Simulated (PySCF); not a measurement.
**Computed structure and properties of [ReO2F2]+**

System: [ReO2F2]+ (singlet); start: template (C2v). Method: PySCF 2.14.0, RKS TPSS, Re def2-SVP with ECP60, O def2-SVP, F def2-SVP; non-relativistic Hamiltonian with scalar-relativistic core potentials where named; density fitting; no spin-orbit coupling.

Input of the relaxation:

```python
mol = gto.M(atom='''
Re     0.00000     0.00000     0.03899
O      0.85450     0.85450     0.89349
O     -0.85450    -0.85450     0.89349
F      0.98310    -0.98310    -0.94411
F     -0.98310     0.98310    -0.94411''',
    basis={'Re': 'def2-SVP', 'O': 'def2-SVP', 'F': 'def2-SVP'},
    ecp={'Re': 'def2-SVP'},
    charge=1, spin=0)
mf = dft.RKS(mol, xc='TPSS')
mf.grids.atom_grid = (50, 194)
mf = mf.density_fit()  # fitting sets: Re def2-universal-JKFIT, O def2-universal-JKFIT, F def2-universal-JKFIT
mf.conv_tol = 1e-08; mf.max_cycle = 55
mf.kernel(dm0)  # dm0: converged density of the start geometry
# quasi-Newton relaxation in Cartesian coordinates to a largest gradient under 0.00045 Eh/bohr, steps kept in the point group
```

Run from Python with OMP_NUM_THREADS=2; the lines above give its settings. Where DIIS fails, smearing, a level shift and second-order steps follow.
It took 2.1 min on 2 threads of Intel(R) Xeon(R) Processor @ 2.50GHz (Skylake/Cascade Lake), on a shared host, from the converged density of the start.

Course of the relaxation:

```
step  energy above end (eV)  largest force component within the symmetry (eV/Å)
   0                 4.4601                                              20.392
   1                 0.4161                                               7.428
   2                 0.0491                                               0.832
   3                 0.0083                                               0.293
   4                 0.0002                                               0.134
   5                 0.0000                                               0.053
   6                 0.0000                                               0.012
```

Relaxed geometry (C2v):

```xyz
5

Re    0.0000    0.0000   -0.0451
O     0.9406    0.9406    0.9761
O    -0.9406   -0.9406    0.9761
F     1.0991   -1.0991   -0.9846
F    -1.0991    1.0991   -0.9846
```

```tsv
contact	Å
Re1–O2 (O)	1.677
Re1–O3 (O)	1.677
Re1–F4 (F)	1.816
Re1–F5 (F)	1.816
```

On the finer grid (75, 302):

```
HOMO                                                          : -15.99 eV
LUMO                                                          : -11.81 eV
Dipole about the centre of mass                               : 0.78 D
Set of Mulliken populations of Re1 outside the core potential : s 2.36, p 6.30, d 4.55, f 0.22
D3(BJ) dispersion energy (not in the energies)                : -0.117 eV
```

```
atom  Mulliken (e)  Löwdin (e)  spin (e)
 Re1          1.57        0.78      0.00
  O2         -0.12        0.09      0.00
  O3         -0.12        0.09      0.00
  F4         -0.16        0.02      0.00
  F5         -0.16        0.02      0.00
```

No frequency check is given for this geometry.

Rigid scan of O along the line from its metal:

```tsv
distance to O2 (Å)	energy (eV)
1.38	4.870
1.48	1.767
1.58	0.363
1.68	0.000
1.78	0.253
1.88	0.849
2.08	2.453
2.38	4.844
2.78	7.185
3.28	8.809
```

Taking off one F (charge -1, singlet; the rest: singlet) in vacuum, both parts rigid, costs 21.83 eV; the small basis without counterpoise inflates it. Most of it is the attraction of opposite charges; other ways to part are cheaper, and one spin state was tried for the rest.

Rigid scan of F along the line from its metal:

distance to F4 (Å), energy (eV) and a bar:
```
     1.52      2.947 ###############
     1.62      1.076 #####
     1.72      0.223 #
     1.82      0.000 
     1.92      0.157 #
     2.02      0.532 ###
     2.22      1.568 ########
     2.52      3.184 ################
     2.92      4.845 ########################
     3.42      6.047 ##############################
```

One start shape was tried, so this needn't be the lowest isomer.
